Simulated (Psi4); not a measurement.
C4H9O, charge +1, singlet, at a GFN2-xTB geometry; Psi4 1.11 with CCSD(T)/STO-3G.

Input for Psi4:
```
memory 2 GB

molecule {
1 1
C    -0.00447944   -1.28472879    0.09392042
C     1.23954683   -0.37690799    0.08282651
C     0.68440553    1.04470378   -0.06175191
O    -0.74163892    0.90458995   -0.37031417
C    -1.15092608   -0.31491245    0.32720489
H    -0.12187878   -1.80153494   -0.85891324
H     0.04576841   -2.03792154    0.87515177
H     1.90529941   -0.63552379   -0.73769529
H     1.80459289   -0.46948605    1.00710049
H     1.15957586    1.63391109   -0.84446657
H     0.72977715    1.59910521    0.87765499
H    -0.83620533    0.74778215   -1.33255069
H    -2.11628290   -0.64158325   -0.05666754
H    -1.24881633   -0.04039584    1.37970000
}

set {
  basis sto-3g
}

energy('ccsd(t)')
print_variables()
```

Question: Write the output that Psi4 gives for this input, abridged.

Answer: 
```
   => Loading Basis Set <=

    Name: STO-3G
    Role: ORBITAL
    Keyword: BASIS

         ---------------------------------------------------------
                                   SCF
               by Justin Turney, Rob Parrish, Andy Simmonett
                          and Daniel G. A. Smith
                              RHF Reference
         ---------------------------------------------------------

  ==> Geometry <==

    Molecular point group: c1
    Full point group: C1

    Geometry (in Angstrom), charge = 1, multiplicity = 1:

       Center              X                  Y                   Z               Mass
    ------------   -----------------  -----------------  -----------------  -----------------
         C            0.013418449481    -1.307012535172     0.098094906844    12.000000000000
         C            1.257444719481    -0.399191735172     0.087000996844    12.000000000000
         C            0.702303419481     1.022420034828    -0.057577423156    12.000000000000
         O           -0.723741030519     0.882306204828    -0.366139683156    15.994914619570
         C           -1.133028190519    -0.337196195172     0.331379376844    12.000000000000
         H           -0.103980890519    -1.823818685172    -0.854738753156     1.007825032230
         H            0.063666299481    -2.060205285172     0.879326256844     1.007825032230
         H            1.923197299481    -0.657807535172    -0.733520803156     1.007825032230
         H            1.822490779481    -0.491769795172     1.011274976844     1.007825032230
         H            1.177473749481     1.611627344828    -0.840292083156     1.007825032230
         H            0.747675039481     1.576821464828     0.881829476844     1.007825032230
         H           -0.818307440519     0.725498404828    -1.328376203156     1.007825032230
         H           -2.098385010519    -0.663866995172    -0.052493053156     1.007825032230
         H           -1.230918440519    -0.062679585172     1.383874486844     1.007825032230

  Running in c1 symmetry.

  Rotational constants: A =      0.23005  B =      0.22112  C =      0.13008 [cm^-1]
  Rotational constants: A =   6896.75118  B =   6628.97107  C =   3899.69409 [MHz]
  Nuclear repulsion =  200.871264556911711

  Charge       = 1
  Multiplicity = 1
  Electrons    = 40
  Nalpha       = 20
  Nbeta        = 20

  ==> Algorithm <==

  SCF Algorithm Type is PK.
  DIIS enabled.
  MOM disabled.
  Fractional occupation disabled.
  Guess Type is SAD.
  Energy threshold   = 1.00e-08
  Density threshold  = 1.00e-08
  Integral threshold = 1.00e-12

  ==> Primary Basis <==

  Basis Set: STO-3G
    Blend: STO-3G
    Number of shells: 24
    Number of basis functions: 34
    Number of Cartesian functions: 34
    Spherical Harmonics?: true
    Max angular momentum: 1

  ==> Integral Setup <==

  Using in-core PK algorithm.
   Calculation information:
      Number of atoms:                  14
      Number of AO shells:              24
      Number of primitives:             72
      Number of atomic orbitals:        34
      Number of basis functions:        34

      Integral cutoff                 1.00e-12
      Number of threads:                 1

  Performing in-core PK
  Using 354620 doubles for integral storage.
  We computed 43612 shell quartets total.
  Whereas there are 45150 unique shell quartets.

  ==> DiskJK: Disk-Based J/K Matrices <==

    J tasked:                  Yes
    K tasked:                  Yes
    wK tasked:                  No
    Schwarz Cutoff:          1E-12

  Minimum eigenvalue in the overlap matrix is 2.0025924051E-01.
  Reciprocal condition number of the overlap matrix is 7.5976931288E-02.
    Using symmetric orthogonalization.

  ==> Pre-Iterations <==

  SCF Guess: Superposition of Atomic Densities via on-the-fly atomic UHF (no occupation information).

   -------------------------
    Irrep   Nso     Nmo
   -------------------------
     A         34      34
[...]
  @RHF Final Energy:  -228.54734048282467
    Total Energy =                       -228.5473404828246657
[...]
     2        -0.322217019397859    2.749e-02    0.004951    0.022635    0.022635    0.121719
     3        -0.323561709064495    4.797e-03    0.005209    0.024558    0.024558    0.122755
     4        -0.323810908159822    1.652e-03    0.005264    0.025222    0.025222    0.123089
     5        -0.323814066642504    4.387e-04    0.005292    0.025496    0.025496    0.123118
     6        -0.323808884006840    1.068e-04    0.005300    0.025565    0.025565    0.123112
     7        -0.323808200417929    4.304e-05    0.005303    0.025603    0.025603    0.123109
     8        -0.323808363700421    1.046e-05    0.005304    0.025611    0.025611    0.123108
     9        -0.323808191994015    2.763e-06    0.005304    0.025612    0.025612    0.123107
    10        -0.323808125076492    9.355e-07    0.005304    0.025613    0.025613    0.123107
    11        -0.323808129997024    2.436e-07    0.005304    0.025613    0.025613    0.123107
    12        -0.323808144689790    7.174e-08    0.005304    0.025613    0.025613    0.123107

    Iterations converged.

    Largest TIA Amplitudes:
             11   0         0.0130072627
             18   0        -0.0125764073
             16   0         0.0092227311
             14   1         0.0084827903
             12   1         0.0084545478
              7   1         0.0076880172
              9   1        -0.0075128403
             16   4         0.0065820077
             18   4        -0.0064910960
             15   4         0.0054420855

    Largest TIjAb Amplitudes:
     18  18   7   7        -0.0282623829
     17  17   4   4        -0.0274095370
     19  19  13  13        -0.0268412720
     10  10   2   2        -0.0247405229
     12  12   1   1        -0.0245524248
     18  18  10  10        -0.0235885554
     19  19   3   3        -0.0218994067
      8   8   2   2        -0.0210242434
     14  14   1   1        -0.0209681080
      5   5   0   0        -0.0207142758

    SCF energy       (wfn)                    = -228.547340482824666
    Reference energy (file100)                = -228.547340482824637

    Opposite-spin MP2 correlation energy      =   -0.219686854521213
    Same-spin MP2 correlation energy          =   -0.031241139469775
    Singles MP2 correlation energy            =   -0.000000000000000
    MP2 correlation energy                    =   -0.250927993990988
      * MP2 total energy                      = -228.798268476815622

    Opposite-spin CCSD correlation energy     =   -0.296555768596716
    Same-spin CCSD correlation energy         =   -0.027252376093073
    Singles CCSD correlation energy           =    0.000000000000000
    CCSD correlation energy                   =   -0.323808144689790
      * CCSD total energy                     = -228.871148627514430

            **************************
            *                        *
            *        CCTRIPLES       *
            *                        *
            **************************

    Wave function   =    CCSD_T
    Reference wfn   =      RHF

    Nuclear Rep. energy (wfn)                =  200.871264556911711
    SCF energy          (wfn)                = -228.547340482824666
    Reference energy    (file100)            = -228.547340482824637
    CCSD energy         (file100)            =   -0.323808144689790
    Total CCSD energy   (file100)            = -228.871148627514430

    Number of ijk index combinations:             1540
    Approx. words needed per explicit thread:           10976
    Number of threads for explicit ijk threading:    1

    MKL num_threads set to 1 for explicit threading.

    (T) energy                                =   -0.003259361984040
      * CCSD(T) total energy                  = -228.874407989498479

  Variable Map:
  ----------------------------------------------------------------------------
[...]
  Array Variable Map:
  ----------------------------------------------------------------------------
[...]
[...]
```
